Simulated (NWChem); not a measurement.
System: C2H6ClFSi; SMILES C(Cl)[C@H](F)[SiH3]

The following NWChem deck was run.

```
start job
memory heap 200 mb stack 900 mb global 1100 mb
geometry units angstroms noautosym nocenter noautoz
  F     -1.553591    -0.347603     0.103949
  C     -0.237104    -0.383377    -0.320703
  Si     0.408660    -2.165526    -0.029631
  C      0.563995     0.666564     0.402501
  Cl     0.023861     2.325166     0.006440
  H     -0.222885    -0.163888    -1.404295
  H      1.791810    -2.291419    -0.582394
  H     -0.505395    -3.115370    -0.723922
  H      0.426232    -2.448897     1.435698
  H      1.626836     0.592652     0.130139
  H      0.467016     0.547819     1.491030
end
basis spherical
  F library 6-31g*
  C library 6-31g*
  Si library 6-31g*
  Cl library 6-31g*
  H library 6-31g*
end
dft
  xc hfexch
  iterations 150
end
property
  shielding
  efieldgrad
end
task dft property
```

Excerpt of the output:

```
             Northwest Computational Chemistry Package (NWChem) 7.3.0
             --------------------------------------------------------

                             Geometry "geometry" -> ""
                             -------------------------

 Output coordinates in angstroms (scale by  1.889725989 to convert to a.u.)

  No.       Tag          Charge          X              Y              Z
 ---- ---------------- ---------- -------------- -------------- --------------
    1 F                    9.0000    -1.55359100    -0.34760300     0.10394900
    2 C                    6.0000    -0.23710400    -0.38337700    -0.32070300
    3 Si                  14.0000     0.40866000    -2.16552600    -0.02963100
    4 C                    6.0000     0.56399500     0.66656400     0.40250100
    5 Cl                  17.0000     0.02386100     2.32516600     0.00644000
    6 H                    1.0000    -0.22288500    -0.16388800    -1.40429500
    7 H                    1.0000     1.79181000    -2.29141900    -0.58239400
    8 H                    1.0000    -0.50539500    -3.11537000    -0.72392200
    9 H                    1.0000     0.42623200    -2.44889700     1.43569800
   10 H                    1.0000     1.62683600     0.59265200     0.13013900
   11 H                    1.0000     0.46701600     0.54781900     1.49103000

 Effective nuclear repulsion energy (a.u.)     283.2756395273

  xc_inp: hfexch multiplicative factor not found.
                              NWChem Property Module
                              ----------------------

  itol2e modified to match energy
  convergence criterion.

                                 NWChem DFT Module
                                 -----------------

 Summary of "ao basis" -> "ao basis" (spherical)
 ------------------------------------------------------------------------------
       Tag                 Description            Shells   Functions and Types
 ---------------- ------------------------------  ------  ---------------------
 F                           6-31g*                  6       14   3s2p1d
 C                           6-31g*                  6       14   3s2p1d
 Si                          6-31g*                  8       18   4s3p1d
 Cl                          6-31g*                  8       18   4s3p1d
 H                           6-31g*                  2        2   2s

  itol2e modified to match energy
  convergence criterion.

            General Information
            -------------------
          SCF calculation type: DFT
          Wavefunction type:  closed shell.
          No. of atoms     :    11
          No. of electrons :    58
           Alpha electrons :    29
            Beta electrons :    29
          Charge           :     0
          Spin multiplicity:     1
          Use of symmetry is: off; symmetry adaption is: off
          Maximum number of iterations: 150
          AO basis - number of functions:    90
                     number of shells:    46
          Convergence on energy requested:  1.00D-07
          Convergence on density requested:  1.00D-05
          Convergence on gradient requested:  5.00D-04

              XC Information
              --------------
                     Hartree-Fock (Exact) Exchange  1.000

      Superposition of Atomic Density Guess
      -------------------------------------

 Sum of atomic energies:        -925.95012579

      Non-variational initial energy
      ------------------------------

 Total energy =    -927.855852
 1-e energy   =   -1843.243786
 2-e energy   =     632.112295
 HOMO         =      -0.320893
 LUMO         =       0.055078

[...]

          -----------------------------------------
          Chemical Shielding Tensors (GIAO, in ppm)
          -----------------------------------------

                                NWChem CPHF Module
                                ------------------

  scftype          =     RHF
  nclosed          =       29
  nopen            =        0
  variables        =     1769
  # of vectors     =        3
  tolerance        = 0.10D-03
  level shift      = 0.00D+00
  max iterations   =       50
  max subspace     =       30

 SCF residual:    1.3301258891710232E-004

Iterative solution of linear equations
  No. of variables     1769
  No. of equations        3
  Maximum subspace       30
        Iterations       50
       Convergence  1.0D-04

   iter   nsub   residual    time
   ----  ------  --------  ---------
     1      3    1.26D+00      28.1
     2      6    1.03D-01      30.8
     3      9    1.73D-02      33.5
     4     12    4.42D-03      36.2
     5     15    5.72D-04      38.9
     6     18    1.34D-04      41.5
     7     21    2.16D-05      44.2

      Atom:    1  F
        Diamagnetic
    487.8065     -0.0498     -8.3276
     -0.0498    467.3610     -0.5628
     -8.3276     -0.5628    462.5799

        Paramagnetic
    -34.7679     15.4582     27.7246
     15.4582    -21.5640     27.8083
     27.7246     27.8083     23.9535

        Total Shielding Tensor
    453.0386     15.4083     19.3970
     15.4083    445.7970     27.2455
     19.3970     27.2455    486.5334

           isotropic =     461.7897
          anisotropy =      73.0283

          Principal Components and Axis System
                 1           2           3
              510.4752    444.5581    430.3358

      1         0.3907      0.8581     -0.3332
      2         0.4348      0.1470      0.8884
      3         0.8114     -0.4920     -0.3157

      Atom:    2  C
        Diamagnetic
    250.3335      1.6881     -1.0155
      1.6881    247.6293      4.8829
     -1.0155      4.8829    235.9314

        Paramagnetic
    -88.9480     -2.0317    -20.0747
     -2.0317   -133.8717     -4.1073
    -20.0747     -4.1073   -133.5668

        Total Shielding Tensor
    161.3854     -0.3436    -21.0902
     -0.3436    113.7575      0.7756
    -21.0902      0.7756    102.3646

           isotropic =     125.8359
          anisotropy =      63.4756

          Principal Components and Axis System
                 1           2           3
              168.1529    113.7738     95.5809

      1         0.9522      0.0205      0.3049
      2        -0.0104      0.9993     -0.0348
      3        -0.3054      0.0300      0.9518

      Atom:    3  Si
        Diamagnetic
    878.2815     -2.5702     -0.0882
     -2.5702    884.0946     -0.0755
     -0.0882     -0.0755    876.3182

        Paramagnetic
   -401.0322    -12.7342      6.5954
    -12.7342   -372.1201      1.3240
      6.5954      1.3240   -396.3110

        Total Shielding Tensor
    477.2493    -15.3043      6.5072
    -15.3043    511.9745      1.2484
      6.5072      1.2484    480.0072

           isotropic =     489.7437
          anisotropy =      42.0717

          Principal Components and Axis System
                 1           2           3
              517.7915    483.5091    467.9304

      1        -0.3573      0.4354      0.8263
      2         0.9335      0.1955      0.3006
      3        -0.0307      0.8787     -0.4763

      Atom:    4  C
        Diamagnetic
    248.5853      2.4114      3.9568
      2.4114    260.6479      1.6387
      3.9568      1.6387    242.9859

        Paramagnetic
    -98.1674     -3.2765      7.5655
     -3.2765    -82.6815     -0.1548
      7.5655     -0.1548   -102.4712

        Total Shielding Tensor
    150.4179     -0.8651     11.5223
     -0.8651    177.9664      1.4839
     11.5223      1.4839    140.5147

           isotropic =     156.2997
          anisotropy =      32.5985

          Principal Components and Axis System
                 1           2           3
              178.0320    158.0071    132.8599

      1        -0.0170      0.8353     -0.5496
      2         0.9993     -0.0047     -0.0380
      3         0.0343      0.5498      0.8346

      Atom:    5  Cl
        Diamagnetic
   1141.3439     -2.5215      0.8351
     -2.5215   1154.4251     -2.4219
      0.8351     -2.4219   1140.5119

        Paramagnetic
   -340.5156    -45.9820     69.5398
    -45.9820    -64.5543    -34.4432
     69.5398    -34.4432   -237.6119

        Total Shielding Tensor
    800.8283    -48.5035     70.3749
    -48.5035   1089.8709    -36.8651
     70.3749    -36.8651    902.9000

           isotropic =     931.1997
          anisotropy =     267.5113

          Principal Components and Axis System
                 1           2           3
             1109.5406    921.3842    762.6744

      1        -0.2036      0.3870      0.8993
      2         0.9495      0.3020      0.0850
      3        -0.2387      0.8712     -0.4290

      Atom:    6  H
        Diamagnetic
     22.4504      0.3506     -0.9483
      0.3506     25.2754     -1.4867
     -0.9483     -1.4867     37.7984

        Paramagnetic
      4.6606      0.3435     -0.7445
      0.3435      1.8732      2.0803
     -0.7445      2.0803     -7.7400

        Total Shielding Tensor
     27.1110      0.6941     -1.6928
      0.6941     27.1486      0.5935
     -1.6928      0.5935     30.0584

           isotropic =      28.1060
          anisotropy =       4.1118

          Principal Components and Axis System
                 1           2           3
               30.8472     27.6963     25.7745

      1        -0.4006      0.5214      0.7535
      2         0.0714      0.8376     -0.5416
      3         0.9135      0.1632      0.3728

      Atom:    7  H
        Diamagnetic
     35.4678     -3.0647     -4.4176
     -3.0647     26.9702      1.0151
     -4.4176      1.0151     25.3986

[...]
```

Level: Hartree-Fock/6-31G* (spherical d), GIAO. Coordinates come from a PBE0/def2-SVP optimisation. NWChem prints the field gradient with the sign opposite to the second derivative of the potential. The printed shielding anisotropy is the first printed principal value minus the mean of the other two.
